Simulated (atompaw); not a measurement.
# Nd PAW (atompaw): all-electron and pseudo phase curves

* Element: neodymium
* Generator: atompaw 4.2.0.5
* Type: PAW
* Functional: PBE
* Relativity: scalar-relativistic
* Frozen core: [Kr] 4d10 4f3
* Valence charge: 11
* Reference configuration: 5s2 5p6 5d1 6s1.5 6p0 (charge +0.5)
* Partial waves: 5s (bound): rc 2.10 bohr; 6s (bound): rc 2.75 bohr; 5p (bound): rc 2.35 bohr; 6p (bound, empty): rc 2.75 bohr; 5d (bound): rc 2.30 bohr; 5d channel at 0.3 Ry: rc 2.30 bohr; 5f channel at 0.2 Ry: rc 2.75 bohr; 5f channel at 2.2 Ry: rc 2.75 bohr
* Local potential: bessel scheme, radius 2.70 bohr
* Core correction: smooth core density matched at 2.40 bohr
* Augmentation charge: besselshape compensation charge, radius 2.20 bohr; PAW radius 2.75 bohr; waves and projectors: custom polynom2 7 10 vanderbiltortho

The phase is arctan(r·u′/u) with u = r·R(r), unwrapped; energies in Ry, scanned from -5 to 5 Ry. A pole is an energy at which the radial function vanishes at the test radius. The pseudo phase is shifted by a multiple of π to meet the all-electron one at the reference energy, and phase errors are pseudo minus all-electron; the curves can meet again beyond the range given. Levels narrower than the energy grid can be missing from the lists of poles.

For each channel, where are the poles, and over which energies does the pseudopotential scatter like the atom?

```csv
channel,radius (bohr),reference energy (Ry),"poles, all-electron","poles, pseudo",unbroken range about the reference energy with phases within 0.05 rad,phase error 1 Ry above the reference energy (rad)
s,2.75,-0.46,"-3.29, 3.45","-3.29, 2.96",below 3.5,-0.025
p,2.75,-0.25,"-1.71, 4.88",-1.71,below 1.0,+0.014
d,2.75,-0.41,0.64,0.64,below 2.9,+0.000
f,2.75,0.20,"-0.66, 3.60","1.71, 4.93",-0.4 to 0.8,-0.356
```

Phases in the p channel:

| E (Ry) | all-electron | pseudo |
| --- | --- | --- |
| -5.00 | 1.380 | 1.383 |
| -4.76 | 1.373 | 1.375 |
| -4.52 | 1.364 | 1.367 |
| -4.28 | 1.354 | 1.357 |
| -4.04 | 1.342 | 1.345 |
| -3.80 | 1.328 | 1.331 |
| -3.56 | 1.309 | 1.312 |
| -3.32 | 1.284 | 1.287 |
| -3.08 | 1.248 | 1.251 |
| -2.84 | 1.187 | 1.191 |
| -2.60 | 1.061 | 1.065 |
| -2.36 | 0.625 | 0.632 |
| -2.12 | -0.943 | -0.942 |
| -1.88 | -1.459 | -1.459 |
| -1.64 | -1.602 | -1.601 |
| -1.40 | -1.673 | -1.672 |
| -1.16 | -1.721 | -1.720 |
| -0.92 | -1.760 | -1.759 |
| -0.68 | -1.796 | -1.796 |
| -0.44 | -1.834 | -1.834 |
| -0.20 | -1.877 | -1.877 |
| 0.04 | -1.930 | -1.929 |
| 0.28 | -1.998 | -1.997 |
| 0.52 | -2.094 | -2.089 |
| 0.76 | -2.238 | -2.224 |
| 1.00 | -2.475 | -2.437 |
| 1.24 | -2.868 | -2.778 |
| 1.48 | -3.397 | -3.251 |
| 1.72 | -3.846 | -3.701 |
| 1.96 | -4.124 | -4.008 |
| 2.20 | -4.291 | -4.197 |
| 2.44 | -4.397 | -4.319 |
| 2.68 | -4.470 | -4.401 |
| 2.92 | -4.522 | -4.460 |
| 3.16 | -4.563 | -4.505 |
| 3.40 | -4.595 | -4.539 |
| 3.64 | -4.622 | -4.567 |
| 3.88 | -4.644 | -4.590 |
| 4.12 | -4.663 | -4.609 |
| 4.36 | -4.680 | -4.626 |
| 4.60 | -4.696 | -4.640 |
| 4.84 | -4.710 | -4.653 |
